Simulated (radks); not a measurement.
Values are calculated unless marked as measured or tabulated.
Problem. The table gives one normalised radial function P(r) = r R(r) of Li+ in [He] (r in bohr). Level of theory: non-relativistic Kohn-Sham, r2SCAN, spin-polarised, spherical densities, point nucleus; meta-GGA in the generalised Kohn-Sham scheme (a radial shooting solver on a logarithmic mesh with Libxc functionals).

| r | P |
|---|---|
| 0.02293 | 0.1995 |
| 0.02484 | 0.2149 |
| 0.02691 | 0.2313 |
| 0.02892 | 0.2471 |
| 0.03133 | 0.2658 |
| 0.03394 | 0.2857 |
| 0.03677 | 0.3069 |
| 0.03951 | 0.3271 |
| 0.0428 | 0.3509 |
| 0.04637 | 0.3761 |
| 0.05023 | 0.4028 |
| 0.05398 | 0.4280 |
| 0.05848 | 0.4575 |
| 0.06335 | 0.4885 |
| 0.06862 | 0.5209 |
| 0.07375 | 0.5514 |
| 0.07989 | 0.5865 |
| 0.08654 | 0.6230 |
| 0.09375 | 0.6606 |
| 0.1016 | 0.6993 |
| 0.1091 | 0.7349 |
| 0.1182 | 0.7751 |
| 0.1281 | 0.8157 |
| 0.1387 | 0.8565 |
| 0.1491 | 0.8930 |
| 0.1615 | 0.9330 |
| 0.175 | 0.9720 |
| 0.1895 | 1.0094 |
| 0.2037 | 1.0414 |
| 0.2207 | 1.0744 |
| 0.239 | 1.1043 |
| 0.259 | 1.1304 |
| 0.2783 | 1.1500 |
| 0.3015 | 1.1670 |
| 0.3266 | 1.1784 |
| 0.3538 | 1.1834 |
| 0.3802 | 1.1822 |
| 0.4118 | 1.1740 |
| 0.4461 | 1.1581 |
| 0.4833 | 1.1345 |
| 0.5236 | 1.1031 |
| 0.5626 | 1.0681 |
| 0.6095 | 1.0221 |
| 0.6603 | 0.9692 |
| 0.7153 | 0.9098 |
| 0.7686 | 0.8518 |
| 0.8327 | 0.7830 |
| 0.902 | 0.7110 |
| 0.9771 | 0.6371 |
| 1.05 | 0.5702 |
| 1.138 | 0.4968 |
| 1.232 | 0.4257 |
| 1.335 | 0.3583 |
| 1.435 | 0.3019 |
| 1.554 | 0.2446 |
| 1.684 | 0.1938 |
| 1.824 | 0.1500 |
| 1.96 | 0.1164 |
| 2.123 | 0.0856 |
| 2.3 | 0.0611 |

Which n and l does it have? It may be an empty orbital.

Solution. n = 1, l = 0: the number of nodes gives n - l - 1 = 0, the rise at small r (about r^(l+1)) gives l, and the extent must fit the shell. The curve is that of 1s. 1s: eigenvalue -61.919 eV, 0 radial nodes, <r> = 0.575 bohr, 90 % of the charge inside 1.04 bohr.
